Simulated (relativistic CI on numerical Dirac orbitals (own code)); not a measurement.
# Te L: sensitivity of the levels to the model

Base calculation: Dirac-Coulomb-Breit CI, orbitals from a KLI potential per configuration, a model potential for QED, unscaled Slater integrals.

CI space (outside the closed core 1s2): 2s, 2p, 3s, 3p, 3d, 4s, 4p, 4d, 4f, 5s, 5p, 5d, 5f, 5g, 6s, 6p, 6d. Levels of other configurations are missing.

Variants: (1) QED terms removed. Shifts of the energy above 2s 2S_1/2, in eV, for the lowest level and the first level of each name with at least 55 % of one term (blank where a level changes its place among those of its configuration and J or its character, or is not in the variant):

```tsv
Level	Base	Δ(1)
2s 2S_1/2	0.00	0.00
2p 2P°_1/2	113.96	+5.67
2p 2P°_3/2	430.21	+5.12
3s 2S_1/2	5082.36	+4.08
3p 2P°_1/2	5113.79	+5.75
3p 2P°_3/2	5207.73	+5.59
3d 2D_3/2	5217.80	+5.78
3d 2D_5/2	5246.46	+5.72
4s 2S_1/2	6835.06	+5.06
4p 2P°_1/2	6847.93	+5.76
4p 2P°_3/2	6887.43	+5.69
4d 2D_3/2	6891.65	+5.77
4d 2D_5/2	6903.77	+5.74
4f 2F°_5/2	6903.98	+5.77
```

At this charge energies of transitions that change n are usually good to better than 1 %, and those within a shell (Δn = 0) to a few per cent.

Ionisation energy from the two ground configurations alone: base 9040.26 eV; QED terms removed 9046.03 eV. The NIST ASD value (theoretical) is 9040.83 eV.
